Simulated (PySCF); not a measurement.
Isomers of C2H5OSi (doublet state), one GFN2-xTB conformer each. Single-point energies are computed at B3LYP/pcH-1 (PySCF, gas phase, no added dispersion term), electronic only. GFN2-xTB treats the open shell by occupation alone, and not every SCF solution was tested for stability.

**Question.** Rank them by B3LYP/pcH-1 energy, lowest first (kcal/mol).
A. `[CH2:1]=[C:2][O:3][SiH3:4]` (doublet state) with C1–C2–O3–Si4 4°
B. `[CH2:1][SiH2:2][CH:3]=[O:4]` (doublet state) with H–C1–Si2–C3 84° and -85°, C1–Si2–C3–O4 95°
C. `CC(=O)[SiH2]` [radical]

**Answer.** C (0.0), A (11.2), B (11.6).

Neighbours under 5.0 kcal/mol apart (C=[C]O[SiH3] and [CH2][SiH2]C=O) can change places with a better method, another conformer or zero-point energy. GFN2-xTB itself gives, in the same order: 8.7, 0.0, 43.4. GFN2-xTB puts C=[C]O[SiH3] lowest instead; measured from each level's own lowest isomer, the values differ by up to 31.8 kcal/mol ([CH2][SiH2]C=O: 43.4 against 11.6).

**Question.** As an exercise, what shares would exp(−E/RT) give at 2000 K from these electronic energies alone (no entropy, no degeneracies)?

**Answer.** RT = 3.974 kcal/mol: CC(=O)[SiH2] 89.9 %, C=[C]O[SiH3] 5.3 %, [CH2][SiH2]C=O 4.8 %.
